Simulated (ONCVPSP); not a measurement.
**PBEsol ONCV dataset for Ir (Z = 77), fully relativistic all-electron reference.**

Ir (Z = 77), optimised norm-conserving Vanderbilt (ONCV), made with ONCVPSP 4.0.1 (PBEsol, fully relativistic). Core [Xe] 4f14, reference 5d7 6s1.5 6p0.5. Waves: 6s: rc 2.40 bohr, ncon 4, nbas 8, qcut 2.3 1/bohr, 2 projectors, debl 3.9 Ha; 6p: rc 2.95 bohr, ncon 4, nbas 7, qcut 3.3 1/bohr, 2 projectors, debl 2.1 Ha; 5d: rc 2.60 bohr, ncon 5, nbas 10, qcut 8.4 1/bohr, 1 projector. Local part: polynomial inside 1.75 bohr (lpopt 5, dvloc0 3 Ha). Core correction: Teter function, fcfact 3.25, rcfact 1.4.

Open shells are filled in proportion to 2j + 1.

Poles of the logarithmic derivatives, all-electron (AE) and pseudo (PS). s: poles at 1.2 (AE) and 1.1, 3.0 (PS) Ha. p3/2: poles at -1.9, 1.0, 4.6 (AE) and 1.0, 3.0, 4.9 (PS) Ha. p1/2: poles at 0.8, 4.2 (AE) and 0.8, 3.4, 4.8 (PS) Ha. d5/2: poles at -0.1, 3.0 (AE) and -0.1, 3.2 (PS) Ha. d3/2: poles at -0.1, 2.9 (AE) and -0.1, 3.1 (PS) Ha. Test radii: s 2.44, p3/2 2.99, p1/2 2.99, d5/2 2.64, d3/2 2.64 bohr.

- Cutoffs needed: 17 Ha and 28 Ha (the cutoffs (Ha) at which the residual kinetic energy of the hardest occupied pseudo-wave falls to 1 and 0.1 mHa per electron)
- Ghost test: no bound ghost flagged; GHOST(+) flagged for s at 82.2 eV, p3/2 at 84.0 eV, p1/2 at 93.2 eV
- Configuration tests: 1 of 4 tests not solved or not reliable
- rms error of d²Exc/dni dnj: 6.18 mHa without and 4.10 mHa with the model core
